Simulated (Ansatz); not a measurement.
[Se4]2- (Se4²⁻). Charge -2, multiplicity 1. Geometry relaxed at PBE0-D4/def2-SVPD.

Cartesian coordinates in Å:
```
Se -0.978 -2.049 -1.650
Se -0.524 -1.185 0.500
Se 1.160 0.509 0.564
Se 0.342 2.724 0.587
```

A multiply charged anion in the gas phase is held together partly by the finite basis. Removing one electron lowers the energy by 1.19 eV at PBE0-D4/def2-TZVPD, so it isn't bound.

(1) Estimate the harmonic wavenumbers at RKS PBE0-D4/def2-SVPD (Ansatz, unscaled). Is this a minimum?

## Answers

(1) 43, 77, 100, 223, 262, 270 cm⁻¹. Yes, no mode is imaginary beyond noise. Zero-point energy 5.8 kJ/mol. Run time 95 s (4 threads of Arm Neoverse V1 on a shared host), peak host memory 0.66 GiB.
